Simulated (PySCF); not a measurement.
What each rung costs, and what it gives

Saddle point of SiNH$_{5}$ClF, closed shell (SiNH₄Cl ([NH2][SiH2][Cl]) + HF → SiH₂ClF ([F][SiH2][Cl]) + NH₃; bonds formed: Si1–F7, N2–H6; bonds broken: Si1–N2, H6–F7), PBE0-D4/def2-TZVP structure:

Si1  (-0.746, -0.336, -0.127)
N2  (1.064, 0.013, -0.071)
H3  (-0.766, -1.406, -1.170)
H4  (-1.288, -0.984, 1.079)
Cl5  (-1.791, 1.123, -1.113)
H6  (0.735, 0.800, 0.772)
F7  (-0.287, 1.163, 1.327)
H8  (1.441, 0.390, -0.933)
H9  (1.639, -0.762, 0.236)
(Å)

Barriers are electronic and count from the start structure reached by relaxing down the imaginary mode.

Computed with PySCF 2.14 with density fitting (its default auxiliary sets; JK sets also for MP2 and CCSD(T)) (basis: as named in each row); correlated methods freeze the cores. B3LYP uses VWN-RPA correlation. Extrapolation: Hartree–Fock as exp(−7.88 √X), correlation as X^−2.97.

Times are rough, for one single point on 4 threads of a shared host (Arm Neoverse V2).

The estimate by CCSD(T) at an estimated basis limit (MP2 extrapolated from triple and quadruple zeta, plus CCSD(T) − MP2 in triple zeta) is 19.80 kcal/mol.

```json
{"method": "HF", "basis": "STO-3G", "time (s)": "under 1", "barrier (kcal/mol)": "39.44", "method less estimate": "19.64"}
{"method": "B3LYP-D4", "basis": "6-31G", "time (s)": "3", "barrier (kcal/mol)": "6.97", "method less estimate": "-12.83"}
{"method": "PBE-D4", "basis": "def2-SVP", "time (s)": "5", "barrier (kcal/mol)": "9.26", "method less estimate": "-10.54"}
{"method": "PBE0-D4", "basis": "def2-SVP", "time (s)": "5", "barrier (kcal/mol)": "13.12", "method less estimate": "-6.68"}
{"method": "MP2", "basis": "def2-QZVPP", "time (s)": "7", "barrier (kcal/mol)": "19.24", "method less estimate": "-0.57"}
{"method": "SPW92", "basis": "def2-TZVPP", "time (s)": "10", "barrier (kcal/mol)": "8.42", "method less estimate": "-11.38"}
{"method": "PBE0-D4", "basis": "def2-TZVPP", "time (s)": "13", "barrier (kcal/mol)": "17.05", "method less estimate": "-2.76"}
{"method": "B3LYP-D4", "basis": "def2-TZVPP", "time (s)": "13", "barrier (kcal/mol)": "18.70", "method less estimate": "-1.10"}
{"method": "BHLYP-D4", "basis": "def2-TZVPP", "time (s)": "13", "barrier (kcal/mol)": "21.42", "method less estimate": "1.62"}
{"method": "PBE-D4", "basis": "def2-TZVPP", "time (s)": "14", "barrier (kcal/mol)": "14.19", "method less estimate": "-5.61"}
{"method": "CCSD(T)", "basis": "def2-SVP", "time (s)": "31", "barrier (kcal/mol)": "18.68", "method less estimate": "-1.12"}
{"method": "r2SCAN-D4", "basis": "def2-TZVPP", "time (s)": "33", "barrier (kcal/mol)": "15.38", "method less estimate": "-4.42"}
{"method": "wB97M-V", "basis": "def2-TZVPP", "time (s)": "150", "barrier (kcal/mol)": "17.09", "method less estimate": "-2.71"}
{"method": "CCSD(T)", "basis": "def2-TZVPP", "time (s)": "610", "barrier (kcal/mol)": "19.89", "method less estimate": "0.09"}
```

All methods are single points on the PBE0-D4 structures.

No T1 diagnostic of these runs exceeds 0.011.

Steps of this kind, hydrogen fluoride cutting a network bond, underlie vapour etching and the fluorination step of atomic layer etching.

Labels in which every atom is bracketed show which atoms are joined, not bond orders.
